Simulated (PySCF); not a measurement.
C3H10OSi, SMILES CCCO[SiH3] at its GFN2-xTB optimised geometry (Å):

```
15

C      2.6554    -1.2760     0.0078
C      1.1338    -1.2212    -0.0008
C      0.6210     0.2153     0.0000
O     -0.7761     0.2153     0.0000
Si    -1.8119     1.4566     0.0000
H      2.9959    -2.3081     0.0038
H      3.0610    -0.7760    -0.8689
H      3.0508    -0.7861     0.8947
H      0.7440    -1.7275    -0.8856
H      0.7341    -1.7314     0.8773
H      0.9908     0.7458     0.8871
H      0.9911     0.7470    -0.8863
H     -1.6284     2.3081     1.1805
H     -1.6343     2.3033    -1.1849
H     -3.0610     0.7153     0.0047
```

Level of theory: B3LYP/def2-TZVP (PySCF). Cells within 0.4 Å of a nucleus heavier than hydrogen are left out (blank, or x).

Map of the log10 of the electron density (e/bohr³), floored at −4 on the plane z = 0.0 Å:

```
|0000000000000000000000000000000|
|0000000000000000000000000000000|
|0000000000000000000000000000000|
|0000000000000000000000000000000|
|0000000001111000000000000000000|
|0000000112222110000000000000000|
|0000001233443321000000000000000|
|0000012345555431000000000000000|
|0000123456665532111000000000000|
|0001234566776543222210000000000|
|0001345668x96544444321000000000|
|001245677xxx7655555542100000000|
|0013467888x98876777643210000000|
|0013468987789988888753222110000|
|001346787678xx99xx8754443321000|
|000235566568xx98xx8765555432000|
|0001234444578987898766776542100|
|0000122233456766789888887643100|
|000000111234555678xx89xx8653100|
|000000000012334678x989xx8653100|
|0000000000012245788878898643100|
|0000000000001235666667898643100|
|0000000000000123455556787642100|
|0000000000000012333334565432000|
|0000000000000001122223444321000|
|0000000000000000000011222110000|
|0000000000000000000000000000000|
|0000000000000000000000000000000|
|0000000000000000000000000000000|
|0000000000000000000000000000000|
|0000000000000000000000000000000|
```
Scale: ten equal steps from -4.00 (start of '0') to -0.232 (end of '9'), in the order '0123456789'; x runs from -5.50 to 5.50, y from -5.50 (bottom) to 5.50 (top).
